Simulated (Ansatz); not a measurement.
Program: Ansatz. Geometries: PBE0-D4/def2-TZVP. ΔE: electronic, gas phase. CBS: MP2 limit from def2 TZ/QZ plus the TZ coupled-cluster correction, frozen cores. Functionals use def2-TZVPP. B3LYP here is the variant with VWN-RPA as its local correlation; programs differ in this. One conformer a species, not always the lowest.

`[NH2][Al]([OH])[SiH3]` + `COC(N)O` → `COC(N)[SiH3]` + `[NH2][Al]([OH])[OH]`  (formal exchange of groups at the Si–Al bond)

`[NH2][Al]([OH])[SiH3]`:

Z-matrix (Å, degrees):
```
Si
Al 1 2.446
H 1 1.492 2 111.6
H 1 1.492 2 111.6 3 -119.3
H 1 1.491 2 112.0 3 120.3
O 2 1.699 1 123.0 3 60.0
N 2 1.762 1 120.8 3 -120.0
H 6 0.955 2 123.9 1 0.0
H 7 1.007 2 125.0 1 180.0
H 7 1.006 2 124.4 1 -0.0
```

`COC(N)O`:

```xyz
12

C     1.422    0.559    0.878
O     0.809    0.105   -0.308
C    -0.512   -0.294   -0.139
N    -1.046   -0.841   -1.339
O    -1.255    0.833    0.238
H     1.345   -0.194    1.674
H     0.974    1.492    1.229
H     2.474    0.725    0.649
H    -0.557   -1.064    0.652
H    -0.600   -1.723   -1.558
H    -0.873   -0.197   -2.103
H    -2.181    0.599    0.127
```

`COC(N)[SiH3]`:

Z-matrix (Å, degrees):
```
C
O 1 1.409
H 1 1.099 2 110.8
H 1 1.090 2 107.1 3 118.8
H 1 1.094 2 111.3 3 -121.3
C 2 1.408 1 113.6 3 62.7
Si 6 1.903 2 105.8 1 -171.0
N 6 1.447 2 111.7 1 64.5
H 6 1.103 2 109.4 1 -53.3
H 7 1.488 6 108.0 2 -69.2
H 7 1.489 6 108.1 2 173.6
H 7 1.486 6 112.9 2 52.6
H 8 1.011 6 113.4 2 86.9
H 8 1.009 6 112.9 2 -147.6
```

`[NH2][Al]([OH])[OH]`:

Cartesian coordinates in Å:
```
N -0.178 1.256 -0.730
Al 0.021 -0.208 0.226
O 0.358 -1.727 -0.446
O -0.136 -0.075 1.905
H -0.111 1.321 -1.731
H -0.378 2.158 -0.331
H 0.464 -1.898 -1.378
H -0.041 -0.827 2.486
```

```csv
level,ΔE (kcal/mol)
B3LYP-D4,-30.4
r2SCAN,-28.2
MP2/def2-TZVPP,-33.0
CCSD/def2-TZVPP,-29.6
```

**Question.** What does CCSD(T)/CBS give? (An estimate is asked.)

**Answer.** Ansatz gave: -30.8 kcal/mol. The listed levels differ from it by 0.4, 2.6, -2.2, 1.2 kcal/mol.

Largest T1 diagnostic among the species: 0.013.

The D4 term adds −1.2 kcal/mol with B3LYP and −0.6 kcal/mol with PBE0; it sums over pairs of atoms, weighted by their polarisabilities, and B3LYP, whose exchange is more repulsive, gets the larger term.
